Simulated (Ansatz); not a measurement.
Molecule: LaCl2, net charge 0, doublet state. The spin state was set by rule; other spins were not relaxed. SMILES of the parent species: [Cl][La][Cl]
Coordinates optimised at B3LYP-D3(BJ)/def2-TZVP (Ansatz, an electronic-structure program):
```xyz
3

La     0.3319    -0.0054     0.3948
Cl     1.1091     0.3714    -2.0574
Cl    -2.2221    -0.3531     0.7338
```
Charge 0, spin multiplicity 2.

Parts of the frozen-core correlation energy in def2-TZVPPD (Ansatz, hartree). Frozen orbitals: 14; correlated occupied orbitals by spin: 9 and 8; virtual: 138 and 139. Open shells are spin-unrestricted. No spin-orbit coupling. In def2 rows, elements after Kr have scalar-relativistic effective core potentials.

| term | value |
|---|---|
| reference (HF) | -950.34700 |
| MP2 opposite-spin | ___ |
| MP2 same-spin | ___ |
| CCSD correlation | ___ |
| (T) | -0.02038 |
| T1 diagnostic | 0.015 |
| largest doubles amplitude | 0.014 |
| <S^2> of the reference | 0.752 |

Q: Fill in the missing entries.

A: 
- MP2 opposite-spin, value: -0.31272
- MP2 same-spin, value: -0.10929
- CCSD correlation, value: -0.45324
